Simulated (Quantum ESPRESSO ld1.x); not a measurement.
Values are calculated unless marked as measured or tabulated.
Task: These are the eigenvalues of the occupied orbitals of an atom or ion with whole-number occupations (Ry). Level of theory: Dirac Kohn-Sham, LDA (Slater exchange, VWN5 correlation), spin-unpolarised, spherical densities, point nucleus (ld1.x of Quantum ESPRESSO 7.5).

| orbital | eigenvalue |
|---|---|
| 1s1/2 | -2038.39 |
| 2s1/2 | -307.047 |
| 2p1/2 | -286.649 |
| 2p3/2 | -271.171 |
| 3s1/2 | -60.0052 |
| 3p1/2 | -51.7613 |
| 3p3/2 | -48.9661 |
| 3d3/2 | -34.3270 |
| 3d5/2 | -33.7537 |
| 4s1/2 | -10.9645 |
| 4p1/2 | -8.26430 |
| 4p3/2 | -7.76906 |
| 4d3/2 | -3.57684 |
| 4d5/2 | -3.51104 |

Which element is it, and in what charge state? The configuration may be excited. Open shells, if any, fill j = l - 1/2 first.

Result: Z = 49, indium, charge +3: In3+ in [Kr] 4d10. The list shows which subshells hold electrons but not how many an open one holds; the 1s level, -1019.2 hartree, gives Z - s = 45.1 by -(Z - s)^2/2, which with screening and relativity narrows Z to a few neighbours, and the depths of the outer levels then fix element, charge and occupations together.
